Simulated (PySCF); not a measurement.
**Electron correlation in Zn (zinc, neutral)**

[Ar] 3d10 4s1 4p1, 4s spin antiparallel (an excited configuration). All numbers are calculated (PySCF 2.14, the non-relativistic Hamiltonian (point nucleus), in def2-QZVPPD (11s6p5d4f2g, 100 functions)). Frozen: [Ar]; 12 electrons correlated.

MP2 pair energies summed by pair of shells (mhartree):

| pair | energy | share (%) |
| --- | --- | --- |
| 3d-3d | -445.64 | 89.3 |
| 3d-4s | -28.38 | 5.7 |
| 4s-4p | -15.55 | 3.1 |
| 3d-4p | -9.51 | 1.9 |

Total MP2 correlation energy: -499.08 mhartree.

Same-spin part -179.30 and opposite-spin part -319.78 mhartree; SCS-MP2 scales them by 1/3 and 6/5 to -443.50 mhartree.
